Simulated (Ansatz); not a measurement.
CH3Si (SMILES C=[SiH]) moved off its minimum; all values from Ansatz (a program for electronic structure), cores frozen in correlated methods. Open shells are unrestricted.
(charge 0, multiplicity 2)
```xyz
5

C     -0.99063     0.23729     0.00107
Si     0.36727    -0.27816     0.01038
H     -1.81987    -0.11032    -0.17674
H     -1.30241     1.46303    -0.10151
H      1.87309     0.64127    -0.02123
```

Forces at B3LYP/def2-TZVPP (eV/Å):

```csv
atom,Fx,Fy,Fz
C1,-6.976,12.675,0.610
Si2,16.000,-4.328,0.119
H3,-8.385,-4.300,-1.351
H4,1.400,-2.979,0.479
H5,-2.039,-1.068,0.143
```

Q: Give the forces (eV/Å), the total energy and the dipole at MP2/aug-cc-pV(T+d)Z.

A: 
```
atom      Fx      Fy      Fz
----  ------  ------  ------
C1    -7.177  13.008   0.616
Si2   16.478  -4.117   0.098
H3    -8.521  -4.387  -1.370
H4     1.540  -3.235   0.500
H5    -2.320  -1.270   0.157
```
Energy -328.6203 hartree, dipole 0.26 D.
